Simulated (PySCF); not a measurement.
p-cresol (C$_{7}$H$_{8}$O), singlet, at a GFN2-xTB geometry; PySCF with PBE/STO-3G.

PySCF was given this input:
```python
from pyscf import gto, scf, dft

mol = gto.Mole()
mol.atom = '''
    C    -2.83485466    0.11645217    0.39917449
    C    -1.35119902    0.04253937    0.19543320
    C    -0.48079655    0.69822704    1.05464705
    C     0.88746555    0.65034956    0.85778854
    C     1.41233797   -0.06087735   -0.21302987
    O     2.75310773   -0.13806513   -0.44684273
    C     0.54999479   -0.72197732   -1.08106165
    C    -0.81332749   -0.66596930   -0.87292005
    H    -3.32025483   -0.78818912    0.04028342
    H    -3.07584159    0.25269851    1.45093519
    H    -3.24713136    0.96147983   -0.15374877
    H    -0.87489984    1.25504510    1.89283045
    H     1.55226643    1.16616706    1.53910024
    H     3.22889816    0.36194627    0.22698678
    H     0.96800090   -1.27300046   -1.90846528
    H    -1.47362327   -1.18409113   -1.55337055
'''
mol.basis = 'sto-3g'
mol.verbose = 4
mol.build()

mf = dft.RKS(mol)
mf.xc = 'pbe'
mf.kernel()
```

What the program printed (banner, timings and long lists left out):

```
PySCF version 2.14.0

[INPUT] verbose = 4
[INPUT] num. atoms = 16
[INPUT] num. electrons = 58
[INPUT] charge = 0
[INPUT] spin (= nelec alpha-beta = 2S) = 0
[INPUT] symmetry False subgroup None
[INPUT] Mole.unit = angstrom
[INPUT] Symbol           X                Y                Z      unit          X                Y                Z       unit  Magmom
[INPUT]  1 C     -2.834854660000   0.116452170000   0.399174490000 AA   -5.357098910347   0.220062707911   0.754330462013 Bohr   0.0
[INPUT]  2 C     -1.351199020000   0.042539370000   0.195433200000 AA   -2.553396087581   0.080387758812   0.369315223647 Bohr   0.0
[INPUT]  3 C     -0.480796550000   0.698227040000   1.054647050000 AA   -0.908573801136   1.319457878366   1.992994082580 Bohr   0.0
[INPUT]  4 C      0.887465550000   0.650349560000   0.857788540000 AA    1.677066834487   1.228982553631   1.620985413391 Bohr   0.0
[INPUT]  5 C      1.412337970000  -0.060877350000  -0.213029870000 AA    2.668931958624  -0.115041518689  -0.402568110652 Bohr   0.0
[INPUT]  6 O      2.753107730000  -0.138065130000  -0.446842730000 AA    5.202619601123  -0.260905283052  -0.844410380453 Bohr   0.0
[INPUT]  7 C      0.549994790000  -0.721977320000  -1.081061650000 AA    1.039339523038  -1.364339402947  -2.042910442270 Bohr   0.0
[INPUT]  8 C     -0.813327490000  -0.665969300000  -0.872920050000 AA   -1.536966205680  -1.258499584368  -1.649579823142 Bohr   0.0
[INPUT]  9 H     -3.320254830000  -0.788189120000   0.040283420000 AA   -6.274372292464  -1.489461571162   0.076124631161 Bohr   0.0
[INPUT] 10 H     -3.075841590000   0.252698510000   1.450935190000 AA   -5.812498207647   0.477530975986   2.741870133594 Bohr   0.0
[INPUT] 11 H     -3.247131360000   0.961479830000  -0.153748770000 AA   -6.136188960886   1.816933552993  -0.290543067289 Bohr   0.0
[INPUT] 12 H     -0.874899840000   1.255045100000   1.892830450000 AA   -1.653321084026   2.371691512977   3.576931150737 Bohr   0.0
[INPUT] 13 H      1.552266430000   1.166167060000   1.539100240000 AA    2.933358425056   2.203736358889   2.908477931852 Bohr   0.0
[INPUT] 14 H      3.228898160000   0.361946270000   0.226986780000 AA    6.101733206512   0.683979322108   0.428942848097 Bohr   0.0
[INPUT] 15 H      0.968000900000  -1.273000460000  -1.908465280000 AA    1.829256589332  -2.405622225845  -3.606476697441 Bohr   0.0
[INPUT] 16 H     -1.473623270000  -1.184091130000  -1.553370550000 AA   -2.784744391086  -2.237607942227  -2.935444909465 Bohr   0.0

nuclear repulsion = 344.248077723303
number of shells = 32
number of NR pGTOs = 144
number of NR cGTOs = 48
basis = sto-3g
ecp = {}

******** <class 'pyscf.dft.rks.RKS'> ********
method = RKS
initial guess = minao
damping factor = 0
level_shift factor = 0
DIIS = <class 'pyscf.scf.diis.CDIIS'>
diis_start_cycle = 1
diis_space = 8
diis_damp = 0
SCF conv_tol = 1e-09
SCF conv_tol_grad = None
SCF max_cycles = 50
direct_scf = True
direct_scf_tol = 1e-13
XC library pyscf.dft.libxc version 7.1.2
    S. Lehtola, C. Steigemann, M. J. T. Oliveira, and M. A. L. Marques,  SoftwareX 7, 1–5 (2018)
XC functionals = pbe
    J. P. Perdew, K. Burke, and M. Ernzerhof,  Phys. Rev. Lett. 77, 3865 (1996)
    J. P. Perdew, K. Burke, and M. Ernzerhof,  Phys. Rev. Lett. 78, 1396 (1997)
    J. P. Perdew, K. Burke, and M. Ernzerhof,  Phys. Rev. Lett. 77, 3865 (1996)
    J. P. Perdew, K. Burke, and M. Ernzerhof,  Phys. Rev. Lett. 78, 1396 (1997)
radial grids:
    Treutler-Ahlrichs [JCP 102, 346 (1995); DOI:10.1063/1.469408] (M4) radial grids

becke partition: Becke, JCP 88, 2547 (1988); DOI:10.1063/1.454033
pruning grids: <function nwchem_prune>
grids dens level: 3
symmetrized grids: False
atomic radii adjust function: <function treutler_atomic_radii_adjust>
small_rho_cutoff = 0
Set gradient conv threshold to 3.16228e-05
Initial guess from minao.
tot grids = 191376
init E= -343.257398488954
  HOMO = -0.237910220331798  LUMO = -0.0481734146031492  gap/eV = 5.16300
cycle= 1 E= -341.928527279167  delta_E= 1.33  |g|= 0.458  |ddm|= 5.59
  HOMO = -0.0140784140431379  LUMO = 0.0939782285487196  gap/eV = 2.94037
cycle= 2 E= -341.749472377175  delta_E= 0.179  |g|= 0.935  |ddm|= 1.72
  HOMO = -0.0920198157066404  LUMO = 0.0993845441055305  gap/eV = 5.20838
cycle= 3 E= -341.985013649826  delta_E= -0.236  |g|= 0.187  |ddm|= 1.31
  HOMO = -0.0944336017838547  LUMO = 0.0734161196420496  gap/eV = 4.56742
cycle= 4 E= -341.996615168804  delta_E= -0.0116  |g|= 0.0727  |ddm|= 0.404
  HOMO = -0.0995753215372814  LUMO = 0.0710089991303812  gap/eV = 4.64184
cycle= 5 E= -341.998369991424  delta_E= -0.00175  |g|= 0.0222  |ddm|= 0.132
  HOMO = -0.0985664450866525  LUMO = 0.072875024445667  gap/eV = 4.66516
cycle= 6 E= -341.998508247918  delta_E= -0.000138  |g|= 0.00937  |ddm|= 0.0395
  HOMO = -0.0984373654007161  LUMO = 0.072991115698298  gap/eV = 4.66481
cycle= 7 E= -341.998538260694  delta_E= -3e-05  |g|= 0.00164  |ddm|= 0.0136
  HOMO = -0.0984504889704103  LUMO = 0.0729780807596824  gap/eV = 4.66481
cycle= 8 E= -341.998539082381  delta_E= -8.22e-07  |g|= 0.000594  |ddm|= 0.00262
  HOMO = -0.0985237293964235  LUMO = 0.0729960029253613  gap/eV = 4.66729
cycle= 9 E= -341.998539213177  delta_E= -1.31e-07  |g|= 9.26e-05  |ddm|= 0.000988
  HOMO = -0.0985279031727585  LUMO = 0.072989994725815  gap/eV = 4.66724
cycle= 10 E= -341.99853921549  delta_E= -2.31e-09  |g|= 3.54e-05  |ddm|= 0.00016
  HOMO = -0.0985239581527866  LUMO = 0.0729921640386926  gap/eV = 4.66719
cycle= 11 E= -341.998539215931  delta_E= -4.41e-10  |g|= 4.32e-06  |ddm|= 5.93e-05
  HOMO = -0.0985240589844086  LUMO = 0.0729917552552715  gap/eV = 4.66718
Extra cycle  E= -341.998539215925  delta_E= 5.68e-12  |g|= 6.33e-06  |ddm|= 1.56e-05
converged SCF energy = -341.998539215925
```
